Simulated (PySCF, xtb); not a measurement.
C₂H₇BO₂Si, SMILES OB(O)/C=C/[SiH3].

Geometry: PBE0-D3(BJ)/def2-SVP. The structure was generated by enumeration; whether it is a known compound was not checked. One conformer was computed; it need not be the lowest.

The numbers are results of IEF-PCM-B3LYP/def2-SVP run with PySCF, not measurements.

The values are the electrostatic part of the solvation free energy, E(continuum) − E(gas) at the gas-phase geometry, in a cavity of scaled van der Waals radii (PySCF's table); cavitation and dispersion terms are not included. In vacuum the orbital gap is 6.47 eV. The dipole moment in vacuum is 1.36 D.

Computed values in water (ε = 78.36), cyclohexanone (ε = 15.62), dimethylsulfoxide (ε = 46.83):
```tsv
solvent	ε	ΔG(elec) (kcal/mol)	dipole (D)	gap (eV)
water	78.36	-6.2	1.91	6.46
cyclohexanone	15.62	-5.6	1.85	6.46
dimethylsulfoxide	46.83	-6.1	1.90	6.46
```

For comparison, GFN2-xTB/ALPB(water) (xtb, at the GFN2-xTB geometry, all terms of that model) gives -6.3 kcal/mol.
